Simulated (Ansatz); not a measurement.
Ansatz results at the PBE0-D4/def2-TZVP geometry: ideal-gas entropy at 298 K and 1 bar (rigid rotor, harmonic PBE0-D4/def2-TZVP) 396 J/(mol·K); HOMO–LUMO gap (B3LYP/def2-TZVPP) 6.54 eV; size of the dipole moment (ωB97M-V/def2-TZVPP) 2.83 D.

Each molecule was computed in one conformer, which needn't be the lowest.

Q: Which molecule gave them?
A. `[OH][Hf]([OH])([F])[F]`
B. `[F][Hf]([F])([F])[Cl]`
C. `[OH][Hf]([F])([F])[I]`
D. `[OH][Hf]([OH])([OH])[I]`

A: C. The others give `[OH][Hf]([OH])([OH])[I]`: 419, 6.46, 4.13; `[F][Hf]([F])([F])[Cl]`: 352, 8.41, 0.06; `[OH][Hf]([OH])([F])[F]`: 377, 8.60, 3.34.

B3LYP here is the variant with VWN-RPA as its local correlation; programs differ in this.
